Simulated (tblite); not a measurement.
Compound: C₈H₁₀O₂.
SMILES with atom numbers: `[CH3:1][CH2:2][C:3]1([CH3:4])[C:5](=[O:6])[CH:7]=[CH:8][C:9]1=[O:10]` (hydrogens: H11, H12, H13 on C1; H14, H15 on C2; H16, H17, H18 on C4; H19 on C7; H20 on C8)

Structure optimised with GFN2-xTB, isolated species.

Problem. Give the optimised bond lengths and angles.

Solution. 
```tsv
bond	length (pm)	order
C1–C2	152.5	single
C2–C3	153.7	single
C3–C4	153.4	single
C3–C5, C3–C9	152.6	single
C5=O6, C9=O10	120.3	double
C5–C7, C8–C9	148.3	single
C7=C8	133.5	double
C1–H11, C1–H12, C1–H13	108.8	single
C2–H14, C2–H15	109.2	single
C4–H16, C4–H17, C4–H18	108.8	single
C7–H19, C8–H20	107.7	single
```

Bonds in one row agree within 1 pm and their mean is given. Orders are formal, as drawn. A selection of angles:
```tsv
angle	degrees
C2–C1–H11	110.0
C2–C1–H12	110.9
H11–C1–H12	108.3
H12–C1–H13	108.6
C1–C2–C3	112.5
C1–C2–H14	109.6
C3–C2–H14	108.2
H14–C2–H15	108.6
C2–C3–C4	110.4
C2–C3–C5	111.6
C4–C3–C5	109.7
C5–C3–C9	103.7
C3–C4–H16	109.7
C3–C4–H18	110.7
H16–C4–H17	109.3
C3–C5–O6	126.5
C3–C5–C7	107.1
O6–C5–C7	126.4
C5–C7–C8	111.0
C5–C7–H19	121.7
C8–C7–H19	127.3
```

Dihedral angles: C1–C2–C3–C4 180° (antiperiplanar); C2–C3–C5–O6 -58° (synclinal); C3–C5–C7–C8 -2° (synperiplanar); C5–C7–C8–C9 0° (synperiplanar); C7–C8–C9–O10 -179° (antiperiplanar); C2–C3–C9–C8 -123° (anticlinal).

The 5-membered ring C3–C5–C7–C8–C9 has internal angles of 103.7° to 111.0°; it is almost planar, 0.01 Å rms from its mean plane, widest ring torsion 3°. Of the pairs four or more bonds apart, C9···H13 is among the closest relative to their van der Waals radii: 2.67 Å, 92 % of the sum of Bondi's values. The 8 C–C bonds span 1.335 Å (C7=C8, drawn double) to 1.537 Å (C2–C3, drawn single), a spread of 0.202 Å.

Point group: Cs (every atom within 0.08 Å of its image). Its GFN2-xTB frequencies are all real (lowest 38 cm⁻¹). The numbers are those of one conformer. 3 starts were optimised and ended at 0.00, 0.85 and 0.85 kcal/mol (GFN2-xTB); the lowest of these is shown.

These are computed values.
